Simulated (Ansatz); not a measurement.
The lowest singlet and triplet of CH2O (SMILES [CH]O); geometries from B3LYP-D3(BJ)/def2-TZVP, each state relaxed from the structure named, with no frequency check.
Singlet (charge 0, multiplicity 1):
```xyz
4

C      0.7252     0.1901    -0.0012
O     -0.5735     0.0685     0.0017
H      1.1585    -0.8427    -0.0057
H     -0.9221    -0.8459    -0.0005
```

A positive gap puts the triplet lower; no zero-point energy. R- takes a restricted singlet. U- takes an unrestricted singlet (broken symmetry where lower, unprojected). The triplet is unrestricted in single-reference levels. Active spaces average the two states.

Cores are frozen in the correlated methods.

Codes used: Ansatz (a quantum-chemistry and plane-wave program) with Gaussian orbitals. Values without a source in brackets are computed.

```
level                                   gap E(singlet) − E(triplet), vertical, at the singlet's geometry (kcal/mol)
--------------------------------------  ---------------------------------------------------------------------------
R-HF/cc-pVDZ                                                                                                 -15.43
U-HF/cc-pVQZ (spin-contaminated)                                                                             -15.75
U-PBE/def2-TZVPP                                                                                             -31.29
R-B3LYP/def2-TZVPP                                                                                           -32.99
R-PBE0/def2-TZVPP                                                                                            -28.39
U-wB97M-V/def2-TZVPP                                                                                         -37.08
U-MP2/cc-pVDZ (spin-contaminated)                                                                                 ?
U-SCS-MP2/cc-pVQZ (spin-contaminated)                                                                        -33.22
FIC-MRCISD+Q on SA-CASSCF(2,2)/cc-pVQZ                                                                            ?
```

**Question.** Some entries are withheld; supply them.

**Answer.** 
- U-MP2/cc-pVDZ (spin-contaminated), gap E(singlet) − E(triplet), vertical, at the singlet's geometry (kcal/mol): -29.36
- FIC-MRCISD+Q on SA-CASSCF(2,2)/cc-pVQZ, gap E(singlet) − E(triplet), vertical, at the singlet's geometry (kcal/mol): -35.20

Doubts at one or more of the structures used: a restricted determinant that unrestricted orbitals would lower (R-HF/cc-pVDZ).
